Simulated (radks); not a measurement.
The argon ion Ar2+, configuration [Ne] 3s2 3p4 (the NIST ground configuration). All-electron calculation, scalar-relativistic Kohn-Sham, TASK exchange with Perdew-Wang LDA correlation, spin-polarised, spherical densities, finite nucleus; open shells are filled with parallel spins first; meta-GGA in the generalised Kohn-Sham scheme; Fermi nuclear charge, rms radius 3.4274 fm. Program: a radial shooting solver on a logarithmic mesh with Libxc functionals. Some entries of the table are withheld. Estimate them.

orbital  occ.  eigenvalue (eV)  r(max) (bohr)
1s up       1        -3169.000        0.05609
1s down     1        -3168.309        0.05608
2s up       1        -334.4123            (1)
2s down     1        -333.9182            (2)
2p up       3              (3)         0.2804
2p down     3              (4)         0.2808
3s up       1         -53.8087          1.153
3s down     1         -50.3317          1.165
3p up       3              (5)          1.231
3p down     1              (6)          1.247

Answer. 
(1) 2s up r(max) (bohr): 0.3384
(2) 2s down r(max) (bohr): 0.3386
(3) 2p up eigenvalue (eV): -265.7725
(4) 2p down eigenvalue (eV): -264.9154
(5) 3p up eigenvalue (eV): -37.6666
(6) 3p down eigenvalue (eV): -34.1878
